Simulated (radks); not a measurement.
Values are calculated unless marked as measured or tabulated.
Problem. The table gives one normalised radial function P(r) = r R(r) of Ba+ in [Xe] 7s1 (r in bohr). Code: a radial shooting solver on a logarithmic mesh with Libxc functionals. Model: scalar-relativistic Kohn-Sham, PBEsol, spin-unpolarised, spherical densities, finite nucleus; Fermi nuclear charge, rms radius 4.8378 fm.

| r | P |
|---|---|
| 0.003879 | 0.0177 |
| 0.006369 | 0.0237 |
| 0.01038 | 0.0277 |
| 0.0169 | 0.0249 |
| 0.02754 | 0.0079 |
| 0.04486 | -0.0239 |
| 0.07307 | -0.0451 |
| 0.119 | -0.0074 |
| 0.1955 | 0.0628 |
| 0.3185 | 0.0091 |
| 0.5188 | -0.0970 |
| 0.8451 | 0.0405 |
| 1.377 | 0.1444 |
| 2.243 | -0.1194 |
| 3.654 | -0.2177 |
| 6 | 0.2249 |
| 9.774 | 0.3894 |
| 15.92 | 0.0628 |
| 25.94 | 0.0008 |

Which n and l does it have? It may be an empty orbital.

Solution. n = 7, l = 0: the number of nodes gives n - l - 1 = 6, the rise at small r (about r^(l+1), flatter next to the nucleus through relativity) gives l, and the extent must fit the shell. The curve is that of 7s. 7s: eigenvalue -3.932 eV, 6 radial nodes at r = 0.0316, 0.125, 0.329, 0.773, 1.88, 4.85 bohr, <r> = 8.54 bohr, 90 % of the charge inside 11.8 bohr.
